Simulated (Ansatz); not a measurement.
BeCl, multiplicity 2 (the spin of the measured ground state), most abundant isotopes (9.0122 and 34.9689 u). Constants from fifth-degree fits in 1/R to seven points on the lowest solution found; no spin–orbit coupling, no relativity up to Kr; ω_e x_e and α_e move by some per cent with the fit.

Correlated levels freeze the inner cores; with def2 sets outer-core shells near the valence are correlated too.

Run with Ansatz (Gaussian orbitals). Values without a source in brackets are computed.

Total energies (hartree; each atom in its lowest state at that level) and vibrational constants (cm⁻¹):

| level | E(BeCl) at r_e | E(Be) | E(Cl) | ω_e | ω_e x_e |
|---|---|---|---|---|---|
| PBE/def2-TZVPP | -474.743651 | -14.628245 | -459.958430 | 809 | 5.0 |
| B3LYP/def2-TZVPP | -474.987408 | -14.672020 | -460.167005 | 817 | 5.0 |
| wB97M-V/def2-TZVPP | -474.930900 | -14.661041 | -460.125172 | 819 | 4.9 |
| CCSD(T)/def2-QZVPP | -474.494209 | -14.655539 | -459.695345 | 842 | 4.9 |

Task: Work out D_e and D₀ in eV.

Result: 
D_e = E(Be) + E(Cl) − E(molecule), times 27.2114 eV; D₀ = D_e − (ω_e/2 − ω_e x_e/4)/8065.54.
- PBE/def2-TZVPP: D_e = 4.272, zero point 0.050, D₀ = 4.221 eV
- B3LYP/def2-TZVPP: D_e = 4.038, zero point 0.050, D₀ = 3.987 eV
- wB97M-V/def2-TZVPP: D_e = 3.937, zero point 0.051, D₀ = 3.887 eV
- CCSD(T)/def2-QZVPP: D_e = 3.900, zero point 0.052, D₀ = 3.848 eV
No counterpoise correction is made.

Ansatz is a quantum-chemistry and plane-wave program.
